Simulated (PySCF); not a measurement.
H3BClFOSi, singlet, at a GFN2-xTB geometry, atoms displaced at random by about 0.08 Å a coordinate; B3LYP/STO-3G, gradient (PySCF).

Here is a job for PySCF.
```python
from pyscf import gto, scf, dft

mol = gto.Mole()
mol.atom = '''
    B     0.176118    0.313190    0.650122
    Cl   -0.265124   -0.466463    2.024289
    F     0.821529    1.417439    0.680305
    O    -0.081632   -0.173387   -0.493898
    Si    0.101876   -0.223656   -2.255956
    H     0.639677    0.880292   -2.836390
    H    -1.304989   -0.162145   -2.634788
    H     0.667918   -1.550533   -2.432737
'''
mol.basis = 'sto-3g'
mol.charge = 0
mol.spin = 0
mol.verbose = 4
mol.build()

mf = dft.RKS(mol)
mf.xc = 'b3lyp'
mf.grids.level = 5
mf.kernel()
g = mf.nuc_grad_method()
g.grid_response = True
grad = g.kernel()
```

Problem. What does PySCF print? Leave out banner, timings and long lists.

Solution. 
```
PySCF version 2.14.0

[INPUT] verbose = 4
[INPUT] num. atoms = 8
[INPUT] num. electrons = 56
[INPUT] charge = 0
[INPUT] spin (= nelec alpha-beta = 2S) = 0
[INPUT] symmetry False subgroup None
[INPUT] Mole.unit = angstrom
[INPUT] Symbol           X                Y                Z      unit          X                Y                Z       unit  Magmom
[INPUT]  1 B      0.176118000000   0.313190000000   0.650122000000 AA    0.332814785606   0.591843324953   1.228552527554 Bohr   0.0
[INPUT]  2 Cl    -0.265124000000  -0.466463000000   2.024289000000 AA   -0.501011749049  -0.881487317243   3.825351806970 Bohr   0.0
[INPUT]  3 F      0.821529000000   1.417439000000   0.680305000000 AA    1.552464813388   2.678571508277   1.285590131172 Bohr   0.0
[INPUT]  4 O     -0.081632000000  -0.173387000000  -0.493898000000 AA   -0.154262123000  -0.327653943560  -0.933331953470 Bohr   0.0
[INPUT]  5 Si     0.101876000000  -0.223656000000  -2.255956000000 AA    0.192517738666  -0.422648586116  -4.263138989069 Bohr   0.0
[INPUT]  6 H      0.639677000000   0.880292000000  -2.836390000000 AA    1.208814338183   1.663510789646  -5.360000282455 Bohr   0.0
[INPUT]  7 H     -1.304989000000  -0.162145000000  -2.634788000000 AA   -2.466071805570  -0.306409642468  -4.979027716291 Bohr   0.0
[INPUT]  8 H      0.667918000000  -1.550533000000  -2.432737000000 AA    1.262182093667  -2.930082717100  -4.597206663096 Bohr   0.0

nuclear repulsion = 267.468411327027
number of shells = 22
number of NR pGTOs = 108
number of NR cGTOs = 36
basis = sto-3g
ecp = {}

******** <class 'pyscf.dft.rks.RKS'> ********
method = RKS
initial guess = minao
damping factor = 0
level_shift factor = 0
DIIS = <class 'pyscf.scf.diis.CDIIS'>
diis_start_cycle = 1
diis_space = 8
diis_damp = 0
SCF conv_tol = 1e-09
SCF conv_tol_grad = None
SCF max_cycles = 50
direct_scf = True
direct_scf_tol = 1e-13
XC library pyscf.dft.libxc version 7.1.2
    S. Lehtola, C. Steigemann, M. J. T. Oliveira, and M. A. L. Marques,  SoftwareX 7, 1–5 (2018)
XC functionals = b3lyp
    P. J. Stephens, F. J. Devlin, C. F. Chabalowski, and M. J. Frisch,  J. Phys. Chem. 98, 11623 (1994)
radial grids:
    Treutler-Ahlrichs [JCP 102, 346 (1995); DOI:10.1063/1.469408] (M4) radial grids

becke partition: Becke, JCP 88, 2547 (1988); DOI:10.1063/1.454033
pruning grids: <function nwchem_prune>
grids dens level: 5
symmetrized grids: False
atomic radii adjust function: <function treutler_atomic_radii_adjust>
small_rho_cutoff = 0
Set gradient conv threshold to 3.16228e-05
Initial guess from minao.
tot grids = 287240
init E= -940.669647939892
  HOMO = -0.383109102397227  LUMO = 0.0134897031264011  gap/eV = 10.79200
cycle= 1 E= -940.210011765605  delta_E= 0.46  |g|= 0.684  |ddm|= 3.56
  HOMO = -0.0341635665380419  LUMO = 0.188852328810014  gap/eV = 6.06857
cycle= 2 E= -940.087111247669  delta_E= 0.123  |g|= 1.05  |ddm|= 2.06
  HOMO = -0.179248648054482  LUMO = 0.145981214813178  gap/eV = 8.84996
cycle= 3 E= -940.362427345955  delta_E= -0.275  |g|= 0.181  |ddm|= 1.25
  HOMO = -0.180407619665967  LUMO = 0.16882889790978  gap/eV = 9.50321
cycle= 4 E= -940.372150812009  delta_E= -0.00972  |g|= 0.0378  |ddm|= 0.29
  HOMO = -0.184071038825469  LUMO = 0.170153062562201  gap/eV = 9.63893
cycle= 5 E= -940.372593399998  delta_E= -0.000443  |g|= 0.00635  |ddm|= 0.0586
  HOMO = -0.185678973487746  LUMO = 0.16882408550255  gap/eV = 9.64652
cycle= 6 E= -940.37260858151  delta_E= -1.52e-05  |g|= 0.000424  |ddm|= 0.0116
  HOMO = -0.185555821527097  LUMO = 0.168881346055945  gap/eV = 9.64473
cycle= 7 E= -940.372608663501  delta_E= -8.2e-08  |g|= 7.22e-05  |ddm|= 0.000954
  HOMO = -0.185561716957989  LUMO = 0.168883529392739  gap/eV = 9.64495
cycle= 8 E= -940.372608665303  delta_E= -1.8e-09  |g|= 1.01e-05  |ddm|= 0.000128
  HOMO = -0.185559557593443  LUMO = 0.168884349124346  gap/eV = 9.64491
cycle= 9 E= -940.372608665349  delta_E= -4.52e-11  |g|= 1.6e-06  |ddm|= 2.36e-05
  HOMO = -0.185559930051981  LUMO = 0.168884264107506  gap/eV = 9.64492
Extra cycle  E= -940.372608665351  delta_E= -2.27e-12  |g|= 1.01e-06  |ddm|= 5.35e-06
converged SCF energy = -940.372608665351

******** <class 'pyscf.grad.rks.Gradients'> for <class 'pyscf.dft.rks.RKS'> ********
unit = Eh/Bohr
grid_response = True
--------------- RKS gradients ---------------
         x                y                z
0 B    -0.0276687864    -0.0418633110     0.0718165886
1 Cl     0.0383551280     0.0639528713    -0.1190063970
2 F    -0.0404512022    -0.0721853277    -0.0201323459
3 O     0.0190189703     0.0500192673     0.1165012781
4 Si     0.0567952563     0.0406394351    -0.0814470909
5 H    -0.0349321726    -0.0391159481     0.0190203828
6 H    -0.0062060284     0.0063175054     0.0044998242
7 H    -0.0049111651    -0.0077644923     0.0087477600
----------------------------------------------
```
